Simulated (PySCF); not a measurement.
Input file for PySCF: R-M06-2X/def2-TZVPP on BiF2HTe (SMILES [F][Bi]([F])[TeH]), a point of a torsion scan. Elements past Kr take the def2 small-core potentials; no spin–orbit coupling.

```python
from pyscf import gto, dft

mol = gto.M(
    atom='''
    F    -1.39943249    1.57193599    0.39484963
    Bi   -0.70697920    0.00224845   -0.75660269
    F    -1.57584406   -1.40077759    0.47844638
    Te    1.58609113   -0.13476695    0.70615623
    H     0.75458415   -0.43387370    2.07270664
    ''',
    basis='def2-tzvpp',
    ecp={'Bi': 'def2-tzvpp', 'Te': 'def2-tzvpp'},
    charge=0, spin=0, verbose=4, max_memory=1800)
mf = dft.RKS(mol, xc='m062x').density_fit(auxbasis='def2-universal-jkfit')
mf.grids.level = 4
mf.conv_tol = 1e-9
mf.max_cycle = 150
mf.kernel()
mf.dip_moment()
```

Program output:

```
PySCF version 2.14.0

[INPUT] verbose = 4
[INPUT] num. atoms = 5
[INPUT] num. electrons = 66
[INPUT] charge = 0
[INPUT] spin (= nelec alpha-beta = 2S) = 0
[INPUT] symmetry False subgroup None
[INPUT] Mole.unit = angstrom
[INPUT] Symbol           X                Y                Z      unit          X                Y                Z       unit  Magmom
[INPUT]  1 F     -1.399432490000   1.571935990000   0.394849630000 AA   -2.644544135918   2.970528506447   0.746157661086 Bohr   0.0
[INPUT]  2 Bi    -0.706979200000   0.002248450000  -0.756602690000 AA   -1.335997063764   0.004248954705  -1.429771869209 Bohr   0.0
[INPUT]  3 F     -1.575844060000  -1.400777590000   0.478446380000 AA   -2.977913688423  -2.647086006528   0.904132623490 Bohr   0.0
[INPUT]  4 Te     1.586091130000  -0.134766950000   0.706156230000 AA    2.997277844302  -0.254672626143   1.334441875855 Bohr   0.0
[INPUT]  5 H      0.754584150000  -0.433873700000   2.072706640000 AA    1.425957381438  -0.819902465652   3.916847886167 Bohr   0.0

nuclear repulsion = 308.984217143188
number of shells = 60
number of NR pGTOs = 291
number of NR cGTOs = 176
basis = def2-tzvpp
ecp = {'Bi': 'def2-tzvpp', 'Te': 'def2-tzvpp'}


******** <class 'pyscf.df.df_jk.DFRKS'> ********
method = DFRKS
initial guess = minao
damping factor = 0
level_shift factor = 0
DIIS = <class 'pyscf.scf.diis.CDIIS'>
diis_start_cycle = 1
diis_space = 8
diis_damp = 0
SCF conv_tol = 1e-09
SCF conv_tol_grad = None
SCF max_cycles = 150
direct_scf = False
XC library pyscf.dft.libxc version 7.1.2
    S. Lehtola, C. Steigemann, M. J. T. Oliveira, and M. A. L. Marques,  SoftwareX 7, 1–5 (2018)
XC functionals = m062x
    Y. Zhao and D. G. Truhlar,  Theor. Chem. Acc. 120, 215 (2008)
    Y. Zhao and D. G. Truhlar,  Theor. Chem. Acc. 120, 215 (2008)
radial grids:
    Treutler-Ahlrichs [JCP 102, 346 (1995); DOI:10.1063/1.469408] (M4) radial grids

becke partition: Becke, JCP 88, 2547 (1988); DOI:10.1063/1.454033
pruning grids: <function nwchem_prune>
grids dens level: 4
symmetrized grids: False
atomic radii adjust function: <function treutler_atomic_radii_adjust>
small_rho_cutoff = 0
Set gradient conv threshold to 3.16228e-05
Initial guess from minao.
tot grids = 138888
******** <class 'pyscf.df.df.DF'> ********
auxbasis = def2-universal-jkfit
init E= -605.811814385886
  HOMO = -1.09754317570109  LUMO = -0.914869356398363  gap/eV = 4.97081
cycle= 1 E= -680.882130062652  delta_E= -75.1  |g|= 3.39  |ddm|= 30.4
  HOMO = -0.001011629374009  LUMO = 0.0347740383251774  gap/eV = 0.97378
cycle= 2 E= -680.999554111678  delta_E= -0.117  |g|= 3.27  |ddm|=  9.3
  HOMO = -0.320866068461426  LUMO = -0.061897009496063  gap/eV = 7.04691
cycle= 3 E= -682.756692079891  delta_E= -1.76  |g|= 0.554  |ddm|= 4.06
  HOMO = -0.267868447574635  LUMO = -0.0682280329803856  gap/eV = 5.43249
cycle= 4 E= -682.810556236822  delta_E= -0.0539  |g|= 0.288  |ddm|= 0.953
  HOMO = -0.286917633944665  LUMO = -0.0496423188755065  gap/eV = 6.45659
cycle= 5 E= -682.82336463966  delta_E= -0.0128  |g|= 0.0754  |ddm|= 0.242
  HOMO = -0.293923056989698  LUMO = -0.0479294103984954  gap/eV = 6.69383
cycle= 6 E= -682.824282865004  delta_E= -0.000918  |g|= 0.0262  |ddm|= 0.061
  HOMO = -0.296310546901864  LUMO = -0.0480725470942384  gap/eV = 6.75490
cycle= 7 E= -682.82444583994  delta_E= -0.000163  |g|= 0.00746  |ddm|= 0.0363
  HOMO = -0.296618341416337  LUMO = -0.0476991584864483  gap/eV = 6.77344
cycle= 8 E= -682.824461084393  delta_E= -1.52e-05  |g|= 0.00249  |ddm|= 0.0136
  HOMO = -0.296253264468596  LUMO = -0.0478318841793165  gap/eV = 6.75989
cycle= 9 E= -682.824463285804  delta_E= -2.2e-06  |g|= 0.000783  |ddm|= 0.00522
  HOMO = -0.296346795882492  LUMO = -0.0477507848474116  gap/eV = 6.76464
cycle= 10 E= -682.824463535714  delta_E= -2.5e-07  |g|= 0.00033  |ddm|= 0.00162
  HOMO = -0.296377568076835  LUMO = -0.0477606642961952  gap/eV = 6.76521
cycle= 11 E= -682.824463571337  delta_E= -3.56e-08  |g|= 0.000117  |ddm|= 0.000539
  HOMO = -0.296383206458877  LUMO = -0.0477603690627779  gap/eV = 6.76537
cycle= 12 E= -682.824463575766  delta_E= -4.43e-09  |g|= 8.1e-05  |ddm|= 0.000225
  HOMO = -0.296383192424596  LUMO = -0.0477592259297114  gap/eV = 6.76540
cycle= 13 E= -682.824463577104  delta_E= -1.34e-09  |g|= 1.09e-05  |ddm|= 9.78e-05
  HOMO = -0.296383146297174  LUMO = -0.0477587671546104  gap/eV = 6.76541
cycle= 14 E= -682.824463577161  delta_E= -5.68e-11  |g|= 4.03e-06  |ddm|= 2.81e-05
  HOMO = -0.296383818619947  LUMO = -0.0477584484479945  gap/eV = 6.76544
Extra cycle  E= -682.824463577162  delta_E= -1.48e-12  |g|= 3.14e-06  |ddm|= 7.11e-06
converged SCF energy = -682.824463577162
Dipole moment(X, Y, Z, Debye):  2.01727, -0.34279, -4.29653
```

The run converged.

Cost: roughly 30 core-seconds.
